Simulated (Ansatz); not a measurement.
`PBSP`. Total charge 0; spin multiplicity 1.

Z-matrix (Å, degrees):
```
P
B 1 1.895
H 1 1.415 2 97.9
H 1 1.416 2 100.9 3 99.0
S 2 1.776 1 120.1 3 -135.0
H 2 1.193 1 119.3 3 51.5
P 5 2.133 2 101.9 1 -171.6
H 7 1.421 5 95.7 2 -138.2
H 7 1.421 5 96.3 2 129.0
```

**Question.** What are the harmonic wavenumbers in cm⁻¹ at PBE0-D4/def2-TZVP (Ansatz, finite differences of forces, unscaled)? (Estimate.)

**Answer.** Computed: 80, 125, 133, 221, 234, 499, 556, 603, 774, 779, 810, 823, 871, 1047, 1106, 1119, 2396, 2403, 2430, 2446, 2646.

**Question.** Is this a minimum?

**Answer.** Yes, all 21 modes are real.

**Question.** Give the ideal-gas thermochemistry at 298.15 K and 1 bar (rigid rotor, harmonic oscillator; point group C1, symmetry number 1).

**Answer.** Zero-point energy 132.2 kJ/mol; H(298) − E = 153.1 kJ/mol; entropy 350.1 J/(mol·K), of which translation 167.5, rotation 113.8, vibration 68.8; G(298) − E = 48.8 kJ/mol. Modes under 100 cm⁻¹ are hindered rotations or soft bends, so the harmonic entropy is rough.

**Question.** And at 400, 500, 600, 800 and 1000 K?

**Answer.** 
```csv
T (K),H − E (kJ/mol),S (J/mol/K),G − E (kJ/mol)
400,164.6,383.2,11.4
500,177.5,411.7,-28.4
600,191.5,437.2,-70.9
800,222.1,481.2,-162.9
1000,255.4,518.3,-262.9
```

**Question.** Rotational constants (cm⁻¹)?

**Answer.** 0.4847, 0.04008, 0.03765.
